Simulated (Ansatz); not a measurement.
Molecule: CH2F3Si (charge 0, doublet). It need not be the lowest isomer of its formula. 
Coordinates optimised at B3LYP-D3(BJ)/def2-TZVP (Ansatz, a first-principles code):
```xyz
7

Si    -0.0021     0.0000     0.0001
F      0.4454     1.4115    -0.5583
F      0.4528    -1.1084    -1.0337
F      0.8260    -0.2464     1.3276
C     -1.7938    -0.0585     0.2733
H     -2.3620     0.8159     0.5648
H     -2.3629    -0.9744     0.1741
```
Charge 0, spin multiplicity 2.

Atomisation energy built up term by term with Ansatz (kcal/mol; UHF references for open shells; valence terms freeze the core; atomic spin-orbit terms are left out). CBS(X,Y): correlation extrapolated as X^-3; Hartree-Fock from the larger set (for Q and 5 zeta extrapolated as (X+1)exp(-9√X)).

| term | basis | kcal/mol |
|---|---|---|
| Hartree-Fock | CBS(cc-pV(Q+d)Z,cc-pV(5+d)Z) | 543.59 |
| CCSD correlation | CBS(cc-pV(Q+d)Z,cc-pV(5+d)Z) | … |
| (T) | CBS(cc-pV(Q+d)Z,cc-pV(5+d)Z) | … |
| core correlation | cc-pwCVTZ | 1.18 |
| scalar relativity (X2C) | cc-pVTZ-DK against cc-pVTZ | -1.69 |
| sum: De |  | … |

Some entries are withheld; supply them.


- CCSD correlation, kcal/mol: 157.91
- (T), kcal/mol: 10.88
- sum: De, kcal/mol: 711.9
